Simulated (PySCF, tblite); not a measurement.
C5H10F3NSi.
Structure used (GFN2-xTB), in Å, numbered top down from 1:
```
atom  x, y, z in Å
C1    -2.4011   -0.2586   -0.6952
C2    -1.4789   -0.3920    0.5129
C3    -1.1755    0.9828    1.1040
Si4    0.1211   -1.3525    0.0838
N5     0.8397   -0.3591   -1.1394
C6     1.8563    0.3486   -1.1988
C7     2.8950    0.4570   -0.0858
F8     2.3565    0.8795    1.0692
F9     3.8767    1.3138   -0.3952
F10    3.4746   -0.7271    0.1724
H11   -1.9157    0.3093   -1.4850
H12   -3.3191    0.2583   -0.4167
H13   -2.6657   -1.2361   -1.0904
H14   -2.0045   -0.9770    1.2750
H15   -0.5221    0.9043    1.9703
H16   -0.6868    1.6147    0.3645
H17   -2.0959    1.4764    1.4141
H18    0.8881   -1.6158    1.3022
H19   -0.1379   -2.5646   -0.6877
H20    2.0901    0.9486   -2.0774
```

Method: PBE0/pcSseg-1 in PySCF (dipole) on a GFN2-xTB geometry, gas phase.

Masses are those of the commonest isotopes; rigid-rotor values at the optimised geometry. The values belong to one conformer with, in the numbering `[CH3:1][CH:2]([CH3:3])[SiH2:4]/[N:5]=[CH:6]\[C:7]([F:8])([F:9])[F:10]`, C1–C2–Si4–N5 61°, C2–Si4–N5–C6 112°.

Problem. What are A, B and C (MHz)?

Solution. Ia = 230.10, Ib = 827.98, Ic = 876.01 u·Å²; 505379 MHz·u·Å²/I gives A = 2196, B = 610.4, C = 576.9 MHz.

Problem. What kind of rotor is it?

Solution. A near-prolate asymmetric top; Ray's κ = -0.959.

Problem. Is it planar, by Δ = Ic − Ia − Ib?

Solution. Not planar: Δ = Ic − Ia − Ib = -182.07 u·Å². For a rigid frame Δ = −2 Σ m c², so Σ m c² = 91.03 u·Å² lies off the ab plane: 16.45 from hydrogen and 74.59 from heavier atoms. The atom farthest from that plane is 2.16 Å away.

Problem. Give the other two planar moments, Paa and Pbb, and the rms extents of the mass along the axes.

Solution. Paa = Σ m a² = (Ib + Ic − Ia)/2 = 736.95 and Pbb = Σ m b² = (Ia + Ic − Ib)/2 = 139.07 u·Å². With the mass M = 169.05 u, the rms extents √(P/M) along a, b and c are 2.09, 0.91, 0.73 Å.

Problem. List the rotational levels J(Ka,Kc) to J = 5 (cm⁻¹).

Solution. Above 0(0,0):
J = 1: 1(0,1) 0.0396, 1(1,1) 0.0925, 1(1,0) 0.0936
J = 2: 2(0,2) 0.1188, 2(1,2) 0.1706, 2(1,1) 0.1739, 2(2,1) 0.3327, 2(2,0) 0.3327
J = 3: 3(0,3) 0.2375, 3(1,3) 0.2877, 3(1,2) 0.2944, 3(2,2) 0.4515, 3(2,1) 0.4516, 3(3,1) 0.7188, 3(3,0) 0.7188
J = 4: 4(0,4) 0.3958, 4(1,4) 0.4439, 4(1,3) 0.4550, 4(2,3) 0.6099, 4(2,2) 0.6101, 4(3,2) 0.8772, 4(3,1) 0.8772, 4(4,1) 1.2514, 4(4,0) 1.2514
J = 5: 5(0,5) 0.5934, 5(1,5) 0.6390, 5(1,4) 0.6558, 5(2,4) 0.8078, 5(2,3) 0.8085, 5(3,3) 1.0753, 5(3,2) 1.0753, 5(4,2) 1.4495, 5(4,1) 1.4495, 5(5,1) 1.9306, 5(5,0) 1.9306
Those of J = 1 are B + C, A + C and A + B.

Problem. Predict some low-J microwave lines.

Solution. The dipole components are |μa| = 0.99 D, |μb| = 0.24 D, |μc| = 0.40 D. The squared components, which scale the intensities, stand as 1.00 : 0.06 : 0.16 (a : b : c). Some lines, for components of 0.1 D or more:

```csv
type,branch,"J(Ka,Kc)",MHz,lower level (cm⁻¹)
a,R,"1(0,1) ← 0(0,0)",1187,0.000
a,R,"2(0,2) ← 1(0,1)",2374,0.040
a,R,"3(1,3) ← 2(1,2)",3511,0.171
a,R,"4(2,3) ← 3(2,2)",4749,0.451
a,R,"4(3,2) ← 3(3,1)",4750,0.719
a,R,"4(3,1) ← 3(3,0)",4750,0.719
a,R,"4(2,2) ← 3(2,1)",4754,0.452
a,R,"5(2,3) ← 4(2,2)",5946,0.610
b,Q,"4(3,2) ← 4(2,3)",8015,0.610
b,R,"4(2,3) ← 3(1,2)",9457,0.294
b,R,"3(3,1) ← 2(2,0)",11575,0.333
c,R,"3(3,0) ← 2(2,0)",11575,0.333
c,R,"3(3,1) ← 2(2,1)",11576,0.333
b,R,"3(3,0) ← 2(2,1)",11576,0.333
c,R,"4(4,1) ← 3(3,1)",15968,0.719
c,R,"5(4,1) ← 4(3,1)",17156,0.877
c,R,"5(4,2) ← 4(3,2)",17156,0.877
c,R,"5(5,1) ← 4(4,1)",20361,1.251
```

Its GFN2-xTB frequencies are all real (lowest 31 cm⁻¹). These are rigid-rotor constants of the computed structure; measured ground-state constants (B0) also hold zero-point vibration. A rigid rotor knows nothing of internal rotation, which can split or shift real lines. Quadrupole hyperfine structure (14N) is left out.
